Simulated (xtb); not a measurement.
Sn(H)(NH2) (H3NSn), SMILES [NH2][SnH] (connectivity only; charge and spin as stated), neutral, multiplicity 1. All values are semi-empirical tight-binding results from xtb (GFN2-xTB unless named), good for trends rather than for accurate numbers. Geometry: GFN2-xTB.

For metal compounds this method's bond lengths and energies can be far off.

**Question.** Estimate the properties. (The exact figures need the calculation; the answer reports its results.)

**Answer.** 
The point group as xtb finds it comes out as Cs, the orbital gap is 3.57 eV and the zero-point energy is 17.4 kcal/mol. The G − E(el) at 298.15 K (modified RRHO) comes out as 1.0 kcal/mol.
